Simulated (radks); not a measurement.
Neutral helium inside a hard spherical wall (all orbitals vanish at R), configuration held at [He] and not refilled when levels cross. All-electron calculation, scalar-relativistic Kohn-Sham, r2SCAN, spin-unpolarised, spherical densities, finite nucleus; meta-GGA in the generalised Kohn-Sham scheme; Gaussian nuclear charge, rms radius 1.6755 fm. Program: a radial shooting solver on a logarithmic mesh with Libxc functionals. Eigenvalues in eV, with the zero of energy where the potential of the charges vanishes at infinity; a dash marks a level that is unbound or too diffuse for the functional's potential to be trusted. A positive occupied level is held by the wall or, in an anion where self-interaction has pushed it up, behind a barrier. The pressure on the wall is -dE/dV.

| R (bohr) | E (hartree) | kinetic (hartree) | e(1s) | e(2s, empty) | e(2p, empty) | pressure (GPa) |
|---|---|---|---|---|---|---|
| free | -2.90510 | 2.873 | -16.537 | - | - | 0 |
| 12 | -2.90510 | 2.873 | -16.537 | - | - | < 0.0001 |
| 8 | -2.90510 | 2.873 | -16.537 | 4.798 | 5.821 | < 0.0001 |
| 3.5 | -2.89375 | 2.947 | -15.877 | 21.124 | 16.581 | 4.69 |
| 3 | -2.87163 | 3.056 | -14.951 | 31.150 | 22.409 | 18.9 |
| 2.5 | -2.80544 | 3.320 | -12.748 | 49.584 | 32.762 | 82.2 |
| 2 | -2.59970 | 3.964 | -7.299 | 86.787 | 53.067 | 409 |
